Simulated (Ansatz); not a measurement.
A saddle search that did not converge.

The input file, in.yaml:

```yaml
crystal:
  periodic: [false, false, false]
  atoms:
    - {symbol: Ge, position_ang: [-1.062650, 0.456964, -0.831582]}
    - {symbol: H, position_ang: [0.893781, 0.105417, -1.060952]}
    - {symbol: H, position_ang: [-0.831740, -0.615568, -1.914071]}
    - {symbol: H, position_ang: [-2.584515, 0.728144, -0.734793]}
    - {symbol: H, position_ang: [-0.363001, 1.768237, -1.237921]}
    - {symbol: H, position_ang: [1.421800, -0.201330, -0.306748]}
    - {symbol: Si, position_ang: [0.393477, -0.436267, 1.251455]}
    - {symbol: H, position_ang: [1.460554, 0.591772, 1.449508]}
    - {symbol: H, position_ang: [-0.292567, -0.652429, 2.574809]}
    - {symbol: H, position_ang: [0.964860, -1.744840, 0.810295]}
basis:
  gaussian: {orbitals: def2-SVP}
hamiltonian: {xc: pbe0, dispersion: d4}
saddle:
  f_tol: 0.03
  max_steps: 150
  mode_guess:
    - [-0.4372, -0.1559, 0.8879]
    - [1.5219, -0.4918, 0.6626]
    - [0.0000, 0.0000, 0.0000]
    - [0.0000, 0.0000, 0.0000]
    - [0.0000, 0.0000, 0.0000]
    - [0.0024, 0.4410, -1.6053]
    - [-1.0870, 0.2067, 0.0549]
    - [0.0000, 0.0000, 0.0000]
    - [0.0000, 0.0000, 0.0000]
    - [0.0000, 0.0000, 0.0000]
```

An equivalent command:

```bash
ansatz run in.yaml --threads 4 --pin off --events-out ev --progress --plain
```

Output of Ansatz 0.2.0:

```
Functional definition: PBE0
  name "PBE0"
  cite "Adamo & Barone, J. Chem. Phys. 110, 6158 (1999) doi:10.1063/1.478522"
  cite "Perdew, Burke & Ernzerhof, Phys. Rev. Lett. 77, 3865 (1996) doi:10.1103/PhysRevLett.77.3865"
  parent pbe
  parameter a = 0.25
  parameter kappa = 0.804
  parameter beta = 0.06672455060314922
  exchange = (1 - a)*pbe_x(kappa = kappa, mu = beta*pi^2/3) + a*exact_x
  correlation = pbe_c(beta = beta)
960 factors; integrals over basis functions are off by at most 3.7e-4 eV
mean field evaluation 1: about -64502.3700 eV, gradient 1.4e1 eV
mean field evaluation 2: about -64502.5688 eV, gradient 1.2e1 eV
mean field evaluation 4: about -64502.7001 eV, gradient 3.2e-1 eV
mean field evaluation 8: about -64502.7050 eV, gradient 1.8e-2 eV
mean field -64502.70495639 eV, -2370.4306856436 hartree, gradient 6.6e-5 eV, S^2 0.000000; 0 other end points of the search recorded, 0 dependent functions left out
the calculation of the forces begins
reference -64502.70498446 eV, -2370.4306866751 hartree; 27, 27 occupied and 63, 63 virtual orbitals, 960 factors
these checks for a lower state are left out or cut short: stability, starts, cluster_reference, orbital_swaps, neighbouring_geometries, increment
960 factors; integrals over basis functions are off by at most 3.5e-4 eV
mean field evaluation 16: about -64502.7680 eV, gradient 3.7e-1 eV
mean field -64502.76854120 eV, -2370.4330223423 hartree, gradient 2.0e-6 eV, S^2 0.000000; 0 other end points of the search recorded, 0 dependent functions left out
the calculation of the forces begins
reference -64502.76856926 eV, -2370.4330233733 hartree; 27, 27 occupied and 63, 63 virtual orbitals, 960 factors
these checks for a lower state are left out or cut short: stability, starts, cluster_reference, orbital_swaps, neighbouring_geometries, increment
960 factors; integrals over basis functions are off by at most 3.6e-4 eV
mean field -64502.74892214 eV, -2370.4323013552 hartree, gradient 1.8e-6 eV, S^2 0.000000; 0 other end points of the search recorded, 0 dependent functions left out
the calculation of the forces begins
reference -64502.74895020 eV, -2370.4323023864 hartree; 27, 27 occupied and 63, 63 virtual orbitals, 960 factors
these checks for a lower state are left out or cut short: stability, starts, cluster_reference, orbital_swaps, neighbouring_geometries, increment
960 factors; integrals over basis functions are off by at most 3.5e-4 eV
mean field evaluation 32: about -64502.7473 eV, gradient 1.2e-6 eV
mean field -64502.74734110 eV, -2370.4322432531 hartree, gradient 1.2e-6 eV, S^2 0.000000; 0 other end points of the search recorded, 0 dependent functions left out
the calculation of the forces begins
reference -64502.74736916 eV, -2370.4322442842 hartree; 27, 27 occupied and 63, 63 virtual orbitals, 960 factors
[...]
saddle step  47: F+E_penalty+E_count = -64500.01433453 eV  max|allowed force component| = 6.384e-2 eV/Å  curvature = +0.0013 eV/Å²  mode residual = 1.93e-1 eV/Å²  Δτ_max = 0.0528 Å  (1 rotations, 4 force calls, 64 SCF iters)  cluster: 3 rotations left out, max|force component along them| = 1.075e-7 eV/Å
saddle step  48: F+E_penalty+E_count = -64500.01013383 eV  max|allowed force component| = 4.593e-2 eV/Å  curvature = +0.0007 eV/Å²  mode residual = 1.52e-1 eV/Å²  Δτ_max = 0.0541 Å  (1 rotations, 4 force calls, 64 SCF iters)  cluster: 3 rotations left out, max|force component along them| = 6.230e-8 eV/Å
saddle step  49: F+E_penalty+E_count = -64500.00599403 eV  max|allowed force component| = 7.256e-2 eV/Å  curvature = +0.0008 eV/Å²  mode residual = 1.88e-1 eV/Å²  Δτ_max = 0.0533 Å  (1 rotations, 4 force calls, 64 SCF iters)  cluster: 3 rotations left out, max|force component along them| = 2.407e-8 eV/Å
saddle step  50: F+E_penalty+E_count = -64500.00182592 eV  max|allowed force component| = 3.638e-2 eV/Å  curvature = +0.0003 eV/Å²  mode residual = 1.48e-1 eV/Å²  Δτ_max = 0.0543 Å  (1 rotations, 4 force calls, 62 SCF iters)  cluster: 3 rotations left out, max|force component along them| = 1.449e-8 eV/Å
saddle step  51: F+E_penalty+E_count = -64499.99775454 eV  max|allowed force component| = 6.021e-2 eV/Å  curvature = +0.0002 eV/Å²  mode residual = 1.83e-1 eV/Å²  Δτ_max = 0.0547 Å  (1 rotations, 4 force calls, 63 SCF iters)  cluster: 3 rotations left out, max|force component along them| = 2.959e-8 eV/Å
saddle step  52: F+E_penalty+E_count = -64499.99363432 eV  max|allowed force component| = 4.128e-2 eV/Å  curvature = -0.0006 eV/Å²  mode residual = 1.46e-1 eV/Å²  Δτ_max = 0.0552 Å  (1 rotations, 4 force calls, 62 SCF iters)  cluster: 3 rotations left out, max|force component along them| = 6.901e-8 eV/Å
saddle step  53: F+E_penalty+E_count = -64499.98962805 eV  max|allowed force component| = 6.863e-2 eV/Å  curvature = -0.0008 eV/Å²  mode residual = 1.80e-1 eV/Å²  Δτ_max = 0.0547 Å  (1 rotations, 4 force calls, 63 SCF iters)  cluster: 3 rotations left out, max|force component along them| = 7.027e-8 eV/Å
saddle step  54: F+E_penalty+E_count = -64499.98562960 eV  max|allowed force component| = 3.220e-2 eV/Å  curvature = -0.0015 eV/Å²  mode residual = 1.44e-1 eV/Å²  Δτ_max = 0.0546 Å  (1 rotations, 4 force calls, 62 SCF iters)  cluster: 3 rotations left out, max|force component along them| = 6.555e-8 eV/Å
saddle step  55: F+E_penalty+E_count = -64499.98177854 eV  max|allowed force component| = 5.302e-2 eV/Å  curvature = -0.0018 eV/Å²  mode residual = 1.77e-1 eV/Å²  Δτ_max = 0.0551 Å  (1 rotations, 4 force calls, 62 SCF iters)  cluster: 3 rotations left out, max|force component along them| = 5.749e-8 eV/Å
saddle step  56: F+E_penalty+E_count = -64499.97791950 eV  max|allowed force component| = 3.981e-2 eV/Å  curvature = -0.0025 eV/Å²  mode residual = 1.42e-1 eV/Å²  Δτ_max = 0.0552 Å  (1 rotations, 4 force calls, 62 SCF iters)  cluster: 3 rotations left out, max|force component along them| = 3.788e-8 eV/Å
saddle step  57: F+E_penalty+E_count = -64499.97417899 eV  max|allowed force component| = 6.037e-2 eV/Å  curvature = -0.0027 eV/Å²  mode residual = 1.73e-1 eV/Å²  Δτ_max = 0.0544 Å  (1 rotations, 4 force calls, 64 SCF iters)  cluster: 3 rotations left out, max|force component along them| = 2.564e-8 eV/Å
saddle step  58: F+E_penalty+E_count = -64499.97048505 eV  max|allowed force component| = 3.099e-2 eV/Å  curvature = -0.0036 eV/Å²  mode residual = 1.38e-1 eV/Å²  Δτ_max = 0.0545 Å  (1 rotations, 4 force calls, 62 SCF iters)  cluster: 3 rotations left out, max|force component along them| = 2.449e-8 eV/Å
saddle step  59: F+E_penalty+E_count = -64499.96695286 eV  max|allowed force component| = 5.158e-2 eV/Å  curvature = -0.0039 eV/Å²  mode residual = 1.69e-1 eV/Å²  Δτ_max = 0.0549 Å  (1 rotations, 4 force calls, 64 SCF iters)  cluster: 3 rotations left out, max|force component along them| = 1.791e-8 eV/Å
saddle step  60: F+E_penalty+E_count = -64499.96345447 eV  max|allowed force component| = 3.296e-2 eV/Å  curvature = -0.0040 eV/Å²  mode residual = 1.37e-1 eV/Å²  Δτ_max = 0.0546 Å  (1 rotations, 4 force calls, 62 SCF iters)  cluster: 3 rotations left out, max|force component along them| = 2.386e-8 eV/Å
saddle step  61: F+E_penalty+E_count = -64499.96010537 eV  max|allowed force component| = 5.589e-2 eV/Å  curvature = -0.0037 eV/Å²  mode residual = 1.69e-1 eV/Å²  Δτ_max = 0.0546 Å  (1 rotations, 4 force calls, 64 SCF iters)  cluster: 3 rotations left out, max|force component along them| = 3.221e-8 eV/Å
saddle search: the rotation starts from a random direction (saddle.seed = 0)
saddle step  62: F+E_penalty+E_count = -64499.95680584 eV  max|allowed force component| = 2.609e-2 eV/Å  curvature = -0.0186 eV/Å²  mode residual = 4.66e-2 eV/Å²  Δτ_max = 0.0540 Å  (12 rotations, 20 force calls, 271 SCF iters)  cluster: 3 rotations left out, max|force component along them| = 4.435e-8 eV/Å
Error: the saddle search stopped after 62 steps at a force within `saddle.f_tol`, on a geometry that it can call neither a saddle nor a minimum. The deciding curvature is -0.019 ± 0.191 eV/Å² (`saddle.curvature_tol` = 5.0e-2) with a residual of 4.66e-2 eV/Å² (`saddle.rotation.residual_tol` = 1.0e-1); the other curvature read beside it is -0.004 ± 0.004 eV/Å². A curvature within its tolerance of zero comes of noisy forces (tighten `saddle.dr2_threshold` and, under a hybrid functional on plane waves, `saddle.exx_energy_threshold`; in a Gaussian basis set `accuracy: high`), of a flat stretch of a valley (tighten `saddle.f_tol`), or of solves that end off the electron count, as they can under `cold` smearing where the levels leave a gap (set `scf.occupations.method` to `fixed`, `gaussian`, `fermi_dirac` or, not under a hybrid functional, `methfessel_paxton`). For a residual above its tolerance raise `saddle.rotation.max_rotations` and `saddle.rotation.max_unguided_rotations`, or loosen `saddle.rotation.residual_tol` where the forces' noise keeps it out of reach. The ± is a reading's asymmetry, taken as the error of a positive curvature. Such a curvature stays undecided where it or the other curvature read, less its own ±, is not over `saddle.curvature_tol`. A negative one must be confirmed at half of `saddle.amplitude`, with the atoms moved between the exchange–correlation grid's points (not under `hamiltonian.xc: hf`) and by an estimate at the nearby stationary point. Where `saddle.amplitude` is far under its default, raise it towards the default first. Otherwise see `saddle.amplitude`. From 51 of its steps this search moved with no negative curvature along its mode to follow. A search started from a geometry of this one does not count those moves and, where it converges, warns only of its own. With `saddle.order_check` unset, a search from the last step can check the order less strictly than this one. `saddle.order_check: true` asks for the full check and warns where it cannot tell
F+E_penalty+E_count at the last step = -64499.95680584 eV
to start another search from the last step: its geometry and its mode (saddle.mode_guess, Cartesian), with saddle.order_check: true (the message says why):
  atoms:
    - { symbol: Ge, position_ang: [-2.32815924, 1.42748997, -3.38182068] }
    - { symbol: H, position_ang: [-1.21921915, 0.00073418, 1.20389960] }
    - { symbol: H, position_ang: [-1.92651859, -0.05391177, -3.20377393] }
    - { symbol: H, position_ang: [-2.29418200, 1.84560456, -4.87007453] }
    - { symbol: H, position_ang: [-1.44415215, 2.35319515, -2.51648010] }
    - { symbol: H, position_ang: [-0.99798975, 0.03386538, 0.47708051] }
    - { symbol: Si, position_ang: [2.28395533, -1.39616822, 3.25537679] }
    - { symbol: H, position_ang: [2.50750716, 0.00082946, 2.77250666] }
    - { symbol: H, position_ang: [3.39804608, -1.86941675, 4.13512842] }
    - { symbol: H, position_ang: [2.02071131, -2.34212197, 2.12815727] }
  mode_guess:
    - [-0.12865224, 0.00942270, -0.02539452]
    - [0.53456383, -0.35454870, -0.09230101]
    - [-0.14574386, 0.00473448, -0.02334303]
    - [0.00733556, 0.05641398, -0.00895610]
    - [-0.21525407, -0.01237593, 0.08657716]
    - [0.37311514, 0.38794750, -0.10383753]
    - [-0.12115097, -0.00555177, 0.01608611]
    - [-0.11023954, -0.06520393, -0.15005485]
    - [-0.18983088, 0.14060772, 0.18207201]
    - [-0.00414297, -0.16144604, 0.11915176]
  order_check: true


[the SCF lines of later steps are left out]
```

The run took about 8.6 min on 4 CPU threads (shared host).
